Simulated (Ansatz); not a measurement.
Species: HgCl, charge 0, doublet. HgCl (parent SMILES [Cl][Hg], doublet).
B3LYP-D3(BJ)/def2-TZVP minimum from Ansatz (a program for electronic structure):
```
Hg
Cl 1 2.4583
```
Charge 0, spin multiplicity 2.

Total energies in hartree (Ansatz). Open shells are spin-unrestricted; no spin-orbit coupling. Cores are frozen in correlated methods (noble-gas shells, and filled d and f shells in the p block). Past Kr the def2 sets carry scalar-relativistic core potentials. The spin of ClHg (parent SMILES [Cl][Hg], doublet) was assumed, and the state is the lowest solution found for it.

```csv
species,HF/def2-TZVPP,CCSD(T)/def2-TZVPP,HF/def2-QZVPP,CCSD(T)/def2-QZVPP,CCSDT(Q)/def2-TZVPP
"1: HgCl (parent SMILES [Cl][Hg], doublet)",-612.05433,-612.66378,-612.06806,-612.72131,-612.66423
2: Hg (singlet),-152.55433,-152.96940,-152.55458,-152.99161,-152.96855
3: Cl (doublet),-459.47685,-459.66464,-459.48954,-459.69535,-459.66548
```

Task: Work out the atomisation energy (electronic, to ground-state atoms) in kcal/mol: take Hartree-Fock from def2-QZVPP, extrapolate the CCSD(T) correlation energy as X^-3 (X = 3, 4), and add CCSDT(Q) - CCSD(T) in def2-TZVPP. 1 hartree = 627.51 kcal/mol.

Result: 
Species 1: correlation (64·(-0.65325) - 27·(-0.60945))/37 = -0.68521; step -0.00045; E1 = -612.06806 + (-0.68521) + (-0.00045) = -612.75372
Species 2: correlation (64·(-0.43703) - 27·(-0.41507))/37 = -0.45305; step +0.00085; E2 = -152.55458 + (-0.45305) + (+0.00085) = -153.00678
Species 3: correlation (64·(-0.20581) - 27·(-0.18779))/37 = -0.21896; step -0.00084; E3 = -459.48954 + (-0.21896) + (-0.00084) = -459.70934
-1·E1 +1·E2 +1·E3 = 0.03760 hartree = 23.6 kcal/mol.
